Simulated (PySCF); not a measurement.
# Peak assignment

Mapped SMILES: `[F:1]/[CH:2]=[C:3](\[F:4])[CH2:5][CH:6]([F:7])[F:8]` (H(Xn): hydrogen on atom n).

- geometry: GFN2-xTB
- shielding tensors at PBE0/pcSseg-1 (GIAO)
- code: PySCF
- rapidly exchanging positions averaged, non-relativistic, no solvent, single conformer

δ = σ(ref) − σ, references computed at the same level: TMS for $^{13}$C and $^{1}$H.

**Question.** Assign these signals to the numbered atoms. $^{13}$C{$^{1}$H} NMR (computed): δ 152.8, 145.2, 119.7, 40.2.

**Answer.** 
152.8 → C3, fully substituted alkene carbon: the olefinic region
145.2 → C2, alkene CH: as expected for a trigonal carbon in a double bond
119.7 → C6, sp3 CH bonded to 2 F: 2 electronegative neighbours deshield it
40.2 → C5, allylic sp3 CH2: aliphatic region, no heteroatom directly attached

**Question.** Assign these signals to the numbered atoms. $^{1}$H NMR (400 MHz, computed): δ 6.58 (m, 1H), 6.30 (m, 1H), 2.60 (m, 2H).

**Answer.** 
6.58 → H(C2), hydrogen on an alkene CH: olefinic region
6.30 → H(C6), hydrogen on an sp3 CH bonded to 2 F: its carbon carries F, hence the downfield position
2.60 → H(C5), hydrogen on an allylic sp3 CH2: allylic position

Splittings by $^{19}$F in the carbon and heteronuclear signals aren't shown, as no couplings were computed. Shifts are as computed. Against solution values, carbons near 30 ppm lie about +3 ppm off and those near 130 ppm about +5 ppm. Of 1309 compounds with measured shifts, 239 miss one by over three times the rms of a fit or turn the order of signals round; such compounds aren't used in these exercises. No couplings were computed; multiplicities are counted from neighbouring protons, with m where these are inequivalent, close in shift, in a saturated or five-membered ring or joined by F or P, and br s for small geminal =CH2 splittings.
